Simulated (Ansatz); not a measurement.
[closo-2-(Br)B7H6]2- (B7H6Br²⁻), relaxed as a singlet with RKS r2SCAN-D4/def2-SVPD in Ansatz, starting from the GFN2-xTB geometry. Force threshold 0.02 eV/Å.

A multiply charged anion in the gas phase is held together partly by the finite basis. The highest occupied level of the charge -2 singlet lies above zero (up to 2.86 eV). The electron is either unbound and held by the finite basis, or the level is raised by self-interaction error.

Start:

Cartesian coordinates in Å:
```
B -0.189 0.013 -1.393
B -1.171 -0.671 -0.253
B -0.526 1.099 0.114
B 0.921 0.453 1.046
B -0.512 -0.416 1.241
B 0.714 -0.991 -0.074
B 1.125 0.721 -0.604
Br -2.936 -1.684 -0.633
H -0.348 0.027 -2.595
H -1.146 2.131 0.206
H 1.659 0.810 1.940
H -0.951 -0.773 2.314
H 1.322 -2.030 -0.168
H 2.038 1.311 -1.140
```

Estimate the energy that the relaxation releases and the steps that it takes.

0.13 eV, in 5 steps; 31 s on 4 threads of Arm Neoverse V1 on a shared host. No frequencies were taken in this run, so the end may be a saddle point.

Does the start keep its bonding and symmetry?

By distances, no bond broke or formed. The bond that changes most is B2–B6, from 1.92 to 1.82 Å (atoms count from 1). Point group C2v at the start, C2v at the end, both within 0.05 Å.

Predict the relaxed structure.


```csv
atom,x (Å),y (Å),z (Å)
B1,-0.169,0.025,-1.390
B2,-1.127,-0.646,-0.243
B3,-0.526,1.041,0.105
B4,0.921,0.453,1.036
B5,-0.493,-0.404,1.247
B6,0.662,-0.963,-0.075
B7,1.121,0.718,-0.594
Br8,-2.900,-1.664,-0.627
H9,-0.349,0.026,-2.595
H10,-1.162,2.084,0.197
H11,1.662,0.811,1.941
H12,-0.952,-0.773,2.314
H13,1.273,-2.021,-0.173
H14,2.040,1.312,-1.141
```
Bond lengths: 15 × B–B 1.64 to 1.84 Å; 1 × B–Br 2.08 Å; 6 × B–H 1.22 to 1.23 Å.
